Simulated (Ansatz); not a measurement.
C$_{2}$H$_{6}$BrGa, SMILES `[CH3][GaH][CH2]Br` at its PBE0-D4/def2-TZVP geometry, where that method's forces vanish. The species carries charge 0 and has multiplicity 1.

```xyz
10

C    -1.6538    0.0621    0.4617
Ga   -0.1210    0.1671   -0.7590
C     1.7001    0.1993    0.0275
Br    1.7898   -1.7820   -0.0020
H    -2.4408   -0.5783    0.0606
H    -1.3526   -0.3161    1.4397
H    -2.0799    1.0602    0.6013
H    -0.2028    0.1640   -2.3241
H     2.5373    0.5405   -0.5748
H     1.8238    0.4833    1.0691
```

**Question.** What forces (eV/Å) does r2SCAN-D4/def2-TZVPP give on these atoms in Ansatz 0.2.0? (Best estimate.)

**Answer.** The calculation gave: 
```
C1   0.033 -0.016 -0.020
Ga2 -0.006 -0.009 -0.078
C3  -0.030  0.267 -0.005
Br4 -0.012 -0.227 -0.013
H5   0.009  0.016  0.012
H6  -0.009  0.011 -0.012
H7   0.006 -0.018 -0.003
H8   0.010 -0.006  0.116
H9  -0.007 -0.009  0.017
H10  0.006 -0.008 -0.014
```
